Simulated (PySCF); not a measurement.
Simulation results for BH5NOSi, BH4O2Si, B2ClH2O, B2H5O2 and others

Computed with PySCF 2.14.0. Calculation on a computer-drawn molecule: the log of a Hartree-Fock and frozen-core CCSD(T) single point meant for a local Hartree-Fock minimum, with one planted fault or none, to be diagnosed. Offsets are logged minus clean, where the clean run is the same molecule without the fault. The reference is restricted for singlets and unrestricted otherwise, and also for a bond in bohr or an excited solution. Adding or removing an electron swaps singlet and doublet. The excited solution moves the top pair (singlet) or top alpha electron (doublet) to the lowest empty orbital. Highest occupied and lowest empty are orbital energies over both spins, largest force is the largest gradient component, triples share is (T) over the correlation energy, the T1 limit is 0.02 restricted and 0.045 unrestricted, electrons count all cores, a negative frequency is imaginary (commonest isotopes), and the dipole is about the centre of nuclear charge.

Common to all runs: logged SCF converged yes; possible faults no fault, one electron removed, one electron added, multiplicity raised by two, geometry at a saddle point, SCF held on an excited solution, minimal basis STO-3G, one bond length entered in bohr, all coordinates scaled.

(1) 
```xyz
9
formula=BH5NOSi meant_charge=0 meant_multiplicity=2 meant_basis=cc-pV(D+d)Z logged_electrons=39 logged_basis_functions=90 logged_spin_squared=3.7669 logged_highest_occupied=-2.9926 logged_lowest_empty=-1.7421 logged_largest_force=0.12905 logged_T1_diagnostic=0.030828 logged_D1_diagnostic=0.15673 logged_triples_share=0.027544 logged_CC_converged=yes logged_dipole_magnitude=3.4093 logged_SCF_stable_within_its_kind=yes logged_energy_HF=-445.67405 logged_energy_CCSD(T)=-446.2322 planted_fault=multiplicity_raised_by_two HF_energy_offset_from_clean_run=159.2 CCSD(T)_energy_offset_from_clean_run=170.9
O     -1.2037    -0.9730     1.1644
B     -0.9637     0.1008     1.9595
N      0.3398     0.5332     2.3579
Si     1.9140    -0.1506     2.0916
H     -0.4379    -1.4295     0.8515
H     -1.9231     0.7137     2.3384
H      0.3235     1.3437     2.9497
H      1.7964    -1.1851     1.0331
H      2.8806     0.8955     1.6738
```

Units: logged_highest_occupied, logged_lowest_empty in eV; logged_largest_force in hartree/bohr; logged_dipole_magnitude in debye; logged_energy_HF, logged_energy_CCSD(T) in hartree; HF_energy_offset_from_clean_run, CCSD(T)_energy_offset_from_clean_run in kcal/mol.

Drawn bonds:
```tsv
atom	other atom	order
1	2	1
2	3	1
3	4	1
1	5	1
2	6	1
3	7	1
4	8	1
4	9	1
```

(2) 
```xyz
8
formula=BH4O2Si meant_charge=0 meant_multiplicity=2 meant_basis=cc-pV(D+d)Z logged_electrons=39 logged_basis_functions=85 logged_spin_squared=0.7733 logged_highest_occupied=-3.7039 logged_lowest_empty=-1.4198 logged_largest_force=0.058861 logged_dipole_magnitude=1.8853 logged_SCF_stable_within_its_kind=no logged_energy_HF=-465.58652 planted_fault=SCF_held_on_an_excited_solution HF_energy_offset_from_clean_run=123.2
O      1.1004     1.6324     0.4373
B      0.2764     1.1905    -0.5402
O      0.3245    -0.0762    -1.0433
Si     1.2009    -1.4733    -1.0451
H      1.7145     0.9921     0.7654
H     -0.5303     1.9583    -0.9728
H      2.2257    -1.4356     0.0334
H      0.2810    -2.6112    -0.8313
```

Units: logged_highest_occupied, logged_lowest_empty in eV; logged_largest_force in hartree/bohr; logged_dipole_magnitude in debye; logged_energy_HF in hartree; HF_energy_offset_from_clean_run in kcal/mol.

Drawn bonds:
```tsv
atom	other atom	order
1	2	1
2	3	1
3	4	1
1	5	1
2	6	1
4	7	1
4	8	1
```

Notes: coupled-cluster numbers left out as unreliable.

(3) 
```xyz
6
formula=B2ClH2O meant_charge=1 meant_multiplicity=1 meant_basis=cc-pV(D+d)Z logged_electrons=36 logged_basis_functions=75 logged_spin_squared=0 logged_highest_occupied=-12.992 logged_lowest_empty=-11.479 logged_largest_force=0.071735 logged_CC_converged=no logged_dipole_magnitude=4.3284 logged_SCF_stable_within_its_kind=no logged_energy_HF=-584.23036 planted_fault=SCF_held_on_an_excited_solution HF_energy_offset_from_clean_run=280.1
O     -0.1289    -0.2146     1.0573
B      1.0709    -0.1817     0.5322
B      1.6400     1.1384    -0.5051
Cl     2.2710     2.2793    -1.4602
H     -0.7703     0.4679     0.9150
H      1.8818    -1.0326     0.7046
```

Units: logged_highest_occupied, logged_lowest_empty in eV; logged_largest_force in hartree/bohr; logged_dipole_magnitude in debye; logged_energy_HF in hartree; HF_energy_offset_from_clean_run in kcal/mol.

Drawn bonds:
```tsv
atom	other atom	order
1	2	1
2	3	1
3	4	1
1	5	1
2	6	1
```

Notes: CCSD not converged.

(4) 
```xyz
6
formula=B2ClH2O meant_charge=1 meant_multiplicity=1 meant_basis=cc-pV(D+d)Z logged_electrons=36 logged_basis_functions=75 logged_spin_squared=0.9265 logged_highest_occupied=-15.822 logged_lowest_empty=-6.1011 logged_largest_force=0.022644 logged_T1_diagnostic=0.035862 logged_D1_diagnostic=0.16199 logged_triples_share=0.032969 logged_CC_converged=yes logged_dipole_magnitude=1.5387 logged_SCF_stable_within_its_kind=yes logged_energy_HF=-584.49769 logged_energy_CCSD(T)=-584.97064 planted_fault=one_bond_length_entered_in_bohr,row_1_of_the_drawn_bonds HF_energy_offset_from_clean_run=112.3 CCSD(T)_energy_offset_from_clean_run=137
O     -0.1289    -0.2146     1.0573
B      2.1384    -0.1525     0.0650
B      2.7075     1.1676    -0.9723
Cl     3.3385     2.3085    -1.9274
H     -0.7703     0.4679     0.9150
H      2.9493    -1.0034     0.2374
```

Units: logged_highest_occupied, logged_lowest_empty in eV; logged_largest_force in hartree/bohr; logged_dipole_magnitude in debye; logged_energy_HF, logged_energy_CCSD(T) in hartree; HF_energy_offset_from_clean_run, CCSD(T)_energy_offset_from_clean_run in kcal/mol.

Drawn bonds:
```tsv
atom	other atom	order
1	2	1
2	3	1
3	4	1
1	5	1
2	6	1
```

(5) 
```xyz
9
formula=B2H5O2 meant_charge=-1 meant_multiplicity=1 meant_basis=aug-cc-pVDZ logged_electrons=32 logged_basis_functions=137 logged_spin_squared=0 logged_highest_occupied=-4.0969 logged_lowest_empty=3.5213 logged_largest_force=1.763e-05 logged_lowest_frequency=71.832 logged_T1_diagnostic=0.015813 logged_D1_diagnostic=0.047523 logged_triples_share=0.029906 logged_CC_converged=yes logged_dipole_magnitude=6.3655 logged_SCF_stable_within_its_kind=yes logged_energy_HF=-202.07903 logged_energy_CCSD(T)=-202.74996 planted_fault=no_fault HF_energy_offset_from_clean_run=0 CCSD(T)_energy_offset_from_clean_run=0
O     -0.3670     2.8698     0.3442
B     -0.1135     2.1961    -0.8578
B     -0.0774     0.4828    -1.0274
O     -0.2095    -0.2986     0.2584
H     -0.3812     3.8038     0.2363
H      0.0424     2.9752    -1.8064
H      0.9770     0.1541    -1.6252
H     -1.0224     0.2164    -1.8335
H     -0.5130     0.2768     0.9369
```

Units: logged_highest_occupied, logged_lowest_empty in eV; logged_largest_force in hartree/bohr; logged_lowest_frequency in cm⁻¹; logged_dipole_magnitude in debye; logged_energy_HF, logged_energy_CCSD(T) in hartree; HF_energy_offset_from_clean_run, CCSD(T)_energy_offset_from_clean_run in kcal/mol.

Drawn bonds:
```tsv
atom	other atom	order
1	2	1
2	3	1
3	4	1
1	5	1
2	6	1
3	7	1
3	8	1
4	9	1
```

(6) 
```xyz
10
formula=CH6BOSi meant_charge=0 meant_multiplicity=2 meant_basis=cc-pV(D+d)Z logged_electrons=39 logged_basis_functions=30 logged_spin_squared=0.7654 logged_highest_occupied=-8.491 logged_lowest_empty=6.0012 logged_largest_force=0.055633 logged_T1_diagnostic=0.018339 logged_D1_diagnostic=0.097413 logged_triples_share=0.020918 logged_CC_converged=yes logged_dipole_magnitude=1.1523 logged_SCF_stable_within_its_kind=yes logged_energy_HF=-424.72711 logged_energy_CCSD(T)=-424.9393 planted_fault=minimal_basis_STO-3G HF_energy_offset_from_clean_run=3229 CCSD(T)_energy_offset_from_clean_run=3442
O     -3.0404    -0.0461    -0.3061
B     -2.8764    -1.3427     0.0539
C     -1.4376    -1.8277     0.3977
Si     0.0881    -0.7400     0.3483
H     -3.9325     0.1924    -0.5032
H     -3.8308    -2.0791     0.0993
H     -1.3054    -2.8686     0.6867
H      1.2830    -1.5297     0.7339
H      0.3044    -0.1989    -1.0144
H     -0.0456     0.3966     1.2899
```

Units: logged_highest_occupied, logged_lowest_empty in eV; logged_largest_force in hartree/bohr; logged_dipole_magnitude in debye; logged_energy_HF, logged_energy_CCSD(T) in hartree; HF_energy_offset_from_clean_run, CCSD(T)_energy_offset_from_clean_run in kcal/mol.

Drawn bonds:
```tsv
atom	other atom	order
1	2	1
2	3	1
3	4	1
1	5	1
2	6	1
3	7	1
4	8	1
4	9	1
4	10	1
```
